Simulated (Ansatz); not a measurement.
```xyz
7

C     0.0355   -0.0153   -0.7069
C    -0.0163    0.0051    0.7894
H     0.9405   -0.0341    1.3640
H    -0.9763    0.0036    1.3795
H     0.0082    1.0112   -1.0730
H     0.8502   -0.4669   -1.1516
H    -0.9280   -0.4725   -1.0899
```

Basis set: cc-pVDZ (spherical functions). Frozen core: 2 orbitals. Charge 0, multiplicity 2.

Computed with Ansatz (development build ahead of 0.2.0); each method stands on the lowest determinant of its kind that the runs found.

The atomization energy at this shape (free ground-state atoms in the same class of orbitals less the molecule, no zero-point energy) of doublet C2H5:

```tsv
method	atomization energy
UHF	19.77 eV
```

(1) What does UHF-MP2 give?

Results:

(1) 24.27 eV. Caution: the shape is not the minimum.
